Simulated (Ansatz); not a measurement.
Total energies of cyclo-(F2GeNH)3 (Ge3N3F6H3) from Ansatz at PBE0-D4/def2-SVP, gas phase (1 Eh = 27.2114 eV = 2625.5 kJ/mol). The reference geometry is relaxed at PBE-D4/def2-SVP.

```csv
state,geometry,energy (Eh)
charge 0 singlet,reference,-6993.58822
charge 1 doublet,reference,-6993.18108
charge -1 doublet,reference,-6993.58904
free Ge atom (triplet),–,-2076.39507
free F atom (doublet),–,-99.54906
free N atom (quartet),–,-54.47898
free H atom (doublet),–,-0.50029
```

(1) Work out the vertical ionisation energy to the doublet.

(2) Work out the vertical electron affinity, to the doublet.

(3) Give the fundamental gap IE − EA, the Mulliken electronegativity (IE + EA)/2 and the hardness (IE − EA)/2.

(4) What is the binding energy per atom against free atoms?

(1) E(charge 1 doublet) − E(charge 0 singlet) = -6993.18108 − (-6993.58822) = 0.40714 Eh = 11.08 eV. For comparison, −ε of the highest occupied level is 9.21 eV at this level, 1.87 eV less.

(2) E(charge 0 singlet) − E(charge -1 doublet) = -6993.58822 − (-6993.58904) = 0.00082 Eh = 0.02 eV; so near zero that its sign isn't settled. The basis lacks diffuse functions, which makes affinities too small.

(3) From the values in Eh: IE − EA = 0.40714 − 0.00082 = 0.40632 Eh = 11.06 eV; (IE + EA)/2 = 5.55 eV; (IE − EA)/2 = 5.53 eV. The HOMO–LUMO gap of the same run is 7.58 eV, 3.48 eV smaller than the fundamental gap.

(4) Atoms: 3 × (-2076.39507) + 6 × (-99.54906) + 3 × (-54.47898) + 3 × (-0.50029) = -6991.41738 Eh. Binding: -6991.41738 − (-6993.58822) = 2.17084 Eh = 59.07 eV, or 3.94 eV for each of 15 atoms (no zero-point energy, no counterpoise term).

At PBE0-D4/def2-SVP the highest occupied level of the charge -1 doublet lies above zero (up to 1.61 eV). Energy differences put its binding near zero (0.02 eV; vertical, to the charge 0 singlet, at PBE0-D4/def2-SVP), which leaves it undecided.
